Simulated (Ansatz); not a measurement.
A thermochemical cycle in electronic energies (no zero-point or thermal terms), species as SMILES, kcal/mol. Geometries: B3LYP-D3(BJ)/def2-TZVP minima from Ansatz (a first-principles code), one conformer each, not searched for the lowest. Valence correlation only, unless marked. UHF or UKS for open shells. No spin-orbit coupling. Non-relativistic. Basis-set limits of correlation are two-point, X^-3; Hartree-Fock from the larger set. Anions need diffuse functions, of which def2-TZVPD holds fewer than the aug- sets.

```
step                                                                                CCSD(T)/CBS(aug-cc-pV(T+d)Z,aug-cc-pV(Q+d)Z) (Ansatz)  r2SCAN-D4/def2-TZVPD (Ansatz + dftd4)
----------------------------------------------------------------------------------  -----------------------------------------------------  -------------------------------------
electron affinity EA, positive where the anion is bound: [S]B(S)S + e- → [S-]B(S)S                                                   71.9                                   66.9
deprotonation energy A: SB(S)S → [S-]B(S)S + H+                                                                                     333.4                                  334.0
ionisation of the H atom at the same level, IE                                                                                      313.7                                  313.7
```

Task: Find the bond energy D: SB(S)S [borotrithioic acid] -> [S]B(S)S + H atom.

Result: Breaking the bond, ionising the H atom and attaching the electron to the radical add up to the deprotonation, A = D + IE - EA. At CCSD(T)/CBS(aug-cc-pV(T+d)Z,aug-cc-pV(Q+d)Z): D = A - IE + EA = 333.4 - 313.7 + 71.9 = 91.6. At r2SCAN-D4/def2-TZVPD: D = A - IE + EA = 334.0 - 313.7 + 66.9 = 87.2. The functional differs from the first level by -4.4 in D, -5.0 in EA and +0.6 in A; for EA and A the gap mixes functional and basis.
